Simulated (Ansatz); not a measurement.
Geometry optimisation, RKS PBE0-D4/6-31G* in Ansatz.

Input file:

```yaml
crystal:
  periodic: [false, false, false]
  atoms:
    - { symbol: F, position_ang: [-1.9189, 1.2267, -0.2893] }
    - { symbol: Si, position_ang: [-0.3984, 0.961, -0.2187] }
    - { symbol: Si, position_ang: [0.0167, -0.6204, 1.3828] }
    - { symbol: P, position_ang: [0.3376, 0.2859, -2.2335] }
    - { symbol: H, position_ang: [0.3264, 2.2237, 0.0623] }
    - { symbol: H, position_ang: [-1.29394, -1.04453, 2.02409] }
    - { symbol: H, position_ang: [0.58997, -1.87533, 0.82027] }
    - { symbol: H, position_ang: [0.83963, -0.12096, 2.45702] }
    - { symbol: H, position_ang: [-0.3739, -0.9679, -2.1627] }
    - { symbol: H, position_ang: [1.5352, -0.2157, -1.8249] }
basis:
  gaussian: { orbitals: "6-31G*" }
hamiltonian:
  xc: pbe0
  dispersion: d4
relax:
  f_tol: 0.015
  max_steps: 40
```

Run as:

```bash
$ ansatz run input.yaml --threads 1 --pin off --max-ram 2048MiB --backend cpu --events-out ev --progress --plain --runs-dir out
```

Task: Where does it end, and by what steps?

Result: It converged. The force dipped under the threshold on the way, but the program's further checks kept it going. After 24 steps the energy has fallen by 0.324 eV; H7 moved furthest, 1.07 Å.

```
step  energy less start (eV)  largest force component (eV/Å)  accepted
   0                  0.0000                           3.011       yes
   1                 -0.1662                           1.682       yes
   2                 -0.2438                           0.307       yes
   3                 -0.2580                           0.277       yes
   4                 -0.2650                           0.049       yes
   5                 -0.2672                           0.029       yes
   6                 -0.2679                           0.024       yes
   7                 -0.2682                           0.035       yes
   8                 -0.2683                           0.019       yes
   9                 -0.2685                           0.012       yes
  10                 -0.2687                           0.020       yes
  11                 -0.2668                           0.244        no
  12                 -0.2679                           0.143        no
  13                 -0.2696                           0.021       yes
  14                 -0.2723                           0.083       yes
  15                 -0.2725                           0.291       yes
  16                 -0.2814                           0.147       yes
  17                 -0.2979                           0.036       yes
  18                 -0.3069                           0.177       yes
  19                 -0.3070                           0.266       yes
  20                 -0.3214                           0.042       yes
  21                 -0.3228                           0.027       yes
  22                 -0.3231                           0.069       yes
  23                 -0.3239                           0.063       yes
  24                 -0.3243                           0.009       yes
```

```xyz
10
Properties=species:S:1:pos:R:3
F -1.649 1.747 -0.037
Si -0.228 0.986 -0.209
Si -0.005 -0.649 1.446
P -0.086 0.187 -2.315
H 0.857 2.004 -0.089
H -1.038 -1.709 1.274
H 1.342 -1.270 1.281
H -0.106 -0.085 2.821
H -0.671 -1.082 -2.046
H 1.245 -0.277 -2.109
```

Run time: 110 s on 1 thread of Arm Neoverse V2, on a shared host, peak memory 0.17 GiB.
